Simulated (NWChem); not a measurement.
System: C$_{4}$H$_{6}$O; SMILES C=C=COC

NWChem input:

```
start job
memory heap 200 mb stack 900 mb global 1100 mb
geometry units angstroms noautoz
  C      0.387214    -2.185163     0.000000
  C     -0.259333    -1.047083     0.000000
  C     -0.954306     0.068788     0.000000
  O     -0.477142     1.349723     0.000000
  C      0.937978     1.476503     0.000000
  H      0.673035    -2.689219     0.924202
  H      0.673035    -2.689219    -0.924202
  H     -2.041299     0.065015     0.000000
  H      1.149265     2.547429     0.000000
  H      1.375597     1.009062     0.891780
  H      1.375597     1.009062    -0.891780
end
basis spherical
  * library def2-svp
end
dft
  xc xctpssh
  iterations 150
  mulliken
end
task dft energy
```

NWChem printed, in part:

```
             Northwest Computational Chemistry Package (NWChem) 7.3.0
             --------------------------------------------------------

 CS  symmetry detected

                             Geometry "geometry" -> ""
                             -------------------------

 Output coordinates in angstroms (scale by  1.889725989 to convert to a.u.)

  No.       Tag          Charge          X              Y              Z
 ---- ---------------- ---------- -------------- -------------- --------------
    1 C                    6.0000     0.39803227    -2.18105908     0.00000000
    2 C                    6.0000    -0.25493445    -1.04665016     0.00000000
    3 C                    6.0000    -0.95620091     0.06527650     0.00000000
    4 O                    8.0000    -0.48628167     1.34888698     0.00000000
    5 C                    6.0000     0.92809945     1.48366024     0.00000000
    6 H                    1.0000     0.68669657    -2.68349217     0.92420200
    7 H                    1.0000     0.68669657    -2.68349217    -0.92420200
    8 H                    1.0000    -2.04315524     0.05536216     0.00000000
    9 H                    1.0000     1.13333245     2.55576290     0.00000000
   10 H                    1.0000     1.36835245     1.01869920     0.89178000
   11 H                    1.0000     1.36835245     1.01869920    -0.89178000

 Effective nuclear repulsion energy (a.u.)     159.4039292421

      Symmetry information
      --------------------

 Group name             Cs
 Group number              2
 Group order               2
 No. of unique centers     9

                                 NWChem DFT Module
                                 -----------------

 Summary of "ao basis" -> "ao basis" (spherical)
 ------------------------------------------------------------------------------
       Tag                 Description            Shells   Functions and Types
 ---------------- ------------------------------  ------  ---------------------
 C                          def2-svp                 6       14   3s2p1d
 O                          def2-svp                 6       14   3s2p1d
 H                          def2-svp                 3        5   2s1p

      Symmetry analysis of basis
      --------------------------

        a'         68
        a"         32

            General Information
            -------------------
          SCF calculation type: DFT
          Wavefunction type:  closed shell.
          No. of atoms     :    11
          No. of electrons :    38
           Alpha electrons :    19
            Beta electrons :    19
          Charge           :     0
          Spin multiplicity:     1
          Use of symmetry is: on ; symmetry adaption is: on
          Maximum number of iterations: 150
          AO basis - number of functions:   100
                     number of shells:    48
          Convergence on energy requested:  1.00D-06
          Convergence on density requested:  1.00D-05
          Convergence on gradient requested:  5.00D-04

              XC Information
              --------------
                  TPSS hybrid Method XC Functional
                     Hartree-Fock (Exact) Exchange  0.100
                  TPSS metaGGA Exchange Functional  0.900
             TPSS03 metaGGA Correlation Functional  1.000

             Grid Information
             ----------------
          Grid used for XC integration:  medium
          Radial quadrature: Mura-Knowles
          Angular quadrature: Lebedev.
          Tag              B.-S. Rad. Rad. Pts. Rad. Cut. Ang. Pts.
          ---              ---------- --------- --------- ---------
          C                   0.70       49          12.0       434
          O                   0.60       49          11.0       434
          H                   0.35       45          13.0       434
          Grid pruning is: on
          Number of quadrature shells:   425
          Spatial weights used:  Erf1

      Superposition of Atomic Density Guess
      -------------------------------------

 Sum of atomic energies:        -228.18607004

      Non-variational initial energy
      ------------------------------

 Total energy =    -231.061525
 1-e energy   =    -623.231028
 2-e energy   =     232.765574
 HOMO         =      -0.253737
 LUMO         =      -0.011973

      Symmetry analysis of molecular orbitals - initial
      -------------------------------------------------

  Numbering of irreducible representations:

     1 a'          2 a"

  Orbital symmetries:

     1 a'          2 a'          3 a'          4 a'          5 a'
     6 a'          7 a'          8 a'          9 a'         10 a'
    11 a'         12 a"         13 a'         14 a"         15 a'
    16 a'         17 a"         18 a'         19 a"         20 a'
    21 a"         22 a'         23 a'         24 a'         25 a'
    26 a"         27 a'         28 a"         29 a'

     ---------------------------------------------
      Total Density - Mulliken Population Analysis
     ---------------------------------------------

    Atom       Charge   Shell Charges
 -----------   ------   -------------------------------------------------------
    1 C    6     6.25   1.99  0.95  0.30  1.97  1.01  0.03
    2 C    6     6.11   1.99  0.99  0.30  1.96  0.83  0.03
    3 C    6     5.79   1.99  0.92  0.26  1.79  0.76  0.06
    4 O    8     8.53   1.99  1.09  0.67  2.92  1.85  0.01
    5 C    6     5.89   1.99  0.92  0.21  1.86  0.86  0.04
    6 H    1     0.87   0.66  0.19  0.03
    7 H    1     0.87   0.66  0.19  0.03
    8 H    1     0.90   0.67  0.20  0.02
    9 H    1     0.92   0.69  0.21  0.02
   10 H    1     0.93   0.69  0.22  0.02
   11 H    1     0.93   0.69  0.22  0.02

   convergence    iter        energy       DeltaE   RMS-Dens  Diis-err
 ---------------- ----- ----------------- --------- --------- ---------
 d= 0,ls=0.0,diis     1   -230.9667990266 -3.90D+02  8.46D-03  3.93D-01
 d= 0,ls=0.0,diis     2   -230.9874838366 -2.07D-02  4.31D-03  3.11D-01
 d= 0,ls=0.0,diis     3   -231.0151403469 -2.77D-02  1.40D-03  5.71D-02
 d= 0,ls=0.0,diis     4   -231.0206790565 -5.54D-03  4.29D-04  2.76D-03
 d= 0,ls=0.0,diis     5   -231.0209671950 -2.88D-04  1.62D-04  4.26D-04
  Resetting Diis
 d= 0,ls=0.0,diis     6   -231.0210154075 -4.82D-05  5.99D-05  5.37D-05
 d= 0,ls=0.0,diis     7   -231.0210229537 -7.55D-06  1.51D-05  8.06D-07
 d= 0,ls=0.0,diis     8   -231.0210228460  1.08D-07  9.10D-06  1.62D-06

         Total DFT energy =     -231.021022846008
      One electron energy =     -627.382874881689
           Coulomb energy =      269.419939758711
    Exchange-Corr. energy =      -32.462016965118
 Nuclear repulsion energy =      159.403929242087

 Numeric. integr. density =       37.999996146617

                  Occupations of the irreducible representations
                  ----------------------------------------------

                     irrep           alpha         beta
                     --------     --------     --------
                     a'               15.0         15.0
                     a"                4.0          4.0

                       DFT Final Molecular Orbital Analysis
                       ------------------------------------

 Vector   17  Occ=2.000000D+00  E=-3.232897D-01  Symmetry=a'
              MO Center= -1.6D-01,  1.3D+00, -1.4D-15, r^2= 2.0D+00
   Bfn.  Coefficient  Atom+Function         Bfn.  Coefficient  Atom+Function
  ----- ------------  ---------------      ----- ------------  ---------------
    47      0.365164   4 O  py               46     -0.316284   4 O  px
    50      0.263738   4 O  py               49     -0.212315   4 O  px
    45      0.196034   4 O  s                60      0.191248   5 C  px
    86     -0.187908   9 H  s                61     -0.185420   5 C  py
    33     -0.174685   3 C  py               44      0.171522   4 O  s

 Vector   18  Occ=2.000000D+00  E=-2.637649D-01  Symmetry=a'
              MO Center=  2.0D-02, -1.5D+00, -1.2D-16, r^2= 1.9D+00
   Bfn.  Coefficient  Atom+Function         Bfn.  Coefficient  Atom+Function
  ----- ------------  ---------------      ----- ------------  ---------------
     4      0.366182   1 C  px               18      0.342979   2 C  px
     7      0.234720   1 C  px                5      0.210582   1 C  py
    19      0.190421   2 C  py               21      0.182753   2 C  px
    22      0.168331   2 C  py                8      0.151273   1 C  py
    47      0.126489   4 O  py               81      0.119403   8 H  s

 Vector   19  Occ=2.000000D+00  E=-2.103109D-01  Symmetry=a"
              MO Center= -3.3D-01, -1.9D-01, -8.0D-16, r^2= 2.8D+00
   Bfn.  Coefficient  Atom+Function         Bfn.  Coefficient  Atom+Function
  ----- ------------  ---------------      ----- ------------  ---------------
    48     -0.387137   4 O  pz               20      0.383139   2 C  pz
    51     -0.311161   4 O  pz               23      0.296572   2 C  pz
    34      0.289970   3 C  pz               37      0.165867   3 C  pz
    71     -0.135883   6 H  s                76      0.135883   7 H  s
    92      0.102752  10 H  s                97     -0.102752  11 H  s

 Vector   20  Occ=0.000000D+00  E=-1.650678D-02  Symmetry=a'
              MO Center= -6.6D-02, -1.2D+00, -9.7D-18, r^2= 3.0D+00
   Bfn.  Coefficient  Atom+Function         Bfn.  Coefficient  Atom+Function
  ----- ------------  ---------------      ----- ------------  ---------------
     7      0.493316   1 C  px               21     -0.366437   2 C  px
    18     -0.357482   2 C  px                4      0.354090   1 C  px
    22     -0.334995   2 C  py               82     -0.311493   8 H  s
    45      0.309453   4 O  s                 8      0.266880   1 C  py
    36     -0.233181   3 C  py                5      0.207843   1 C  py

 Vector   21  Occ=0.000000D+00  E= 2.319328D-02  Symmetry=a"
              MO Center= -3.7D-01, -7.4D-01,  3.8D-15, r^2= 3.3D+00
   Bfn.  Coefficient  Atom+Function         Bfn.  Coefficient  Atom+Function
  ----- ------------  ---------------      ----- ------------  ---------------
    37      0.570180   3 C  pz               23     -0.494330   2 C  pz
    72      0.479822   6 H  s                77     -0.479822   7 H  s
    34      0.451928   3 C  pz               20     -0.414046   2 C  pz
     9     -0.247395   1 C  pz               51     -0.211534   4 O  pz
    48     -0.203237   4 O  pz               71      0.160460   6 H  s

 Vector   22  Occ=0.000000D+00  E= 7.684279D-02  Symmetry=a'
              MO Center=  1.2D+00,  2.8D-01, -1.8D-14, r^2= 7.7D+00
   Bfn.  Coefficient  Atom+Function         Bfn.  Coefficient  Atom+Function
  ----- ------------  ---------------      ----- ------------  ---------------
    59      2.222430   5 C  s                92     -1.109314  10 H  s
    97     -1.109314  11 H  s                87     -0.932090   9 H  s
     3      0.900811   1 C  s                72     -0.720276   6 H  s
    77     -0.720276   7 H  s                63      0.367245   5 C  px
     8     -0.342088   1 C  py                2      0.213803   1 C  s

     ---------------------------------------------
      Total Density - Mulliken Population Analysis
     ---------------------------------------------

    Atom       Charge   Shell Charges
 -----------   ------   -------------------------------------------------------
    1 C    6     6.17   1.99  0.90  0.28  2.07  0.91  0.03
    2 C    6     5.98   1.99  0.92  0.29  2.04  0.70  0.03
    3 C    6     5.94   1.99  0.90  0.24  2.06  0.69  0.07
    4 O    8     8.36   1.99  1.10  0.69  2.87  1.69  0.02
    5 C    6     5.85   1.99  0.90  0.14  2.05  0.71  0.05
    6 H    1     0.94   0.75  0.17  0.02
    7 H    1     0.94   0.75  0.17  0.02
    8 H    1     0.94   0.75  0.17  0.02
    9 H    1     0.96   0.76  0.17  0.02
   10 H    1     0.97   0.76  0.18  0.02
   11 H    1     0.97   0.76  0.18  0.02

     -------------------------------------------
      Total Density - Lowdin Population Analysis
     -------------------------------------------

    Atom       Charge   Shell Charges
 -----------   ------   -------------------------------------------------------
    1 C    6     6.06   1.97  0.59  0.32  1.86  1.25  0.08
    2 C    6     6.08   1.97  0.64  0.30  1.87  1.22  0.08
    3 C    6     5.98   1.96  0.59  0.30  1.86  1.11  0.16
    4 O    8     8.12   1.97  0.92  0.57  2.73  1.90  0.03
    5 C    6     5.91   1.96  0.58  0.31  1.83  1.11  0.12
    6 H    1     0.97   0.64  0.26  0.07
    7 H    1     0.97   0.64  0.26  0.07
    8 H    1     0.96   0.64  0.25  0.07
    9 H    1     0.98   0.66  0.26  0.06
   10 H    1     0.99   0.66  0.26  0.07
   11 H    1     0.99   0.66  0.26  0.07

     Multipole analysis of the density
     ---------------------------------

     L   x y z        total         alpha         beta         nuclear
     -   - - -        -----         -----         ----         -------
     0   0 0 0     -0.000000    -19.000000    -19.000000     38.000000

     1   1 0 0      0.420989      0.210495      0.210495      0.000000
     1   0 1 0     -0.101112     -0.050556     -0.050556     -0.000000
     1   0 0 1      0.000000      0.000000      0.000000      0.000000

     2   2 0 0    -21.093899    -53.459047    -53.459047     85.824196
     2   1 1 0      0.865915     -1.205920     -1.205920      3.277756
     2   1 0 1      0.000000      0.000000      0.000000      0.000000
     2   0 2 0    -21.579021   -164.196609   -164.196609    306.814198
     2   0 1 1     -0.000000     -0.000000     -0.000000      0.000000
     2   0 0 2    -22.774139    -17.277258    -17.277258     11.780376
```

Level: TPSSh/def2-SVP. Coordinates come from a B3LYP/6-31G* (spherical d) optimisation.
